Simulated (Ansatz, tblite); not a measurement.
Cost and result up the ladder for Te(CN)2 (TeC2N2) (5 atoms). Charge 0, multiplicity 1. Geometry: B3LYP-D4/def2-SVP.

Cartesian coordinates in Å:
```
Te 0.1205 1.3946 -0.2332
C -0.8662 -0.1215 -1.2327
N -1.4475 -0.9162 -1.8504
C 0.8679 0.1404 1.2295
N 1.3254 -0.4973 2.0868
```

Ansatz on 4 threads of Arm Neoverse V1 on a shared host; xTB runs through tblite on one thread. Times are rough, summed over both states, and most runs start from the orbitals of an earlier one. PBE0-D4/def2-TZVP serves as the yardstick here, not as an exact answer. The other state is a triplet.

In the def2 sets Te takes a core potential; there is no spin–orbit coupling. The xTB rows come from tblite.

xTB has no spin-polarisation term.

| level | functions | wall time | vertical triplet (eV) | difference from PBE0-D4/def2-TZVP (eV) |
| --- | --- | --- | --- | --- |
| GFN1-xTB | 25 | 0.006 s | 3.75 | 0.69 |
| GFN2-xTB | 25 | 0.007 s | 3.47 | 0.42 |
| PBE-D4/def2-TZVP (with forces) | 174 | 3.8 s | 2.98 | -0.08 |
| PBE0-D4/def2-TZVP | 174 | 5.6 s | 3.05 | 0.00 |
| r2SCAN-D4/def2-TZVP | 174 | 8.6 s | 2.94 | -0.12 |
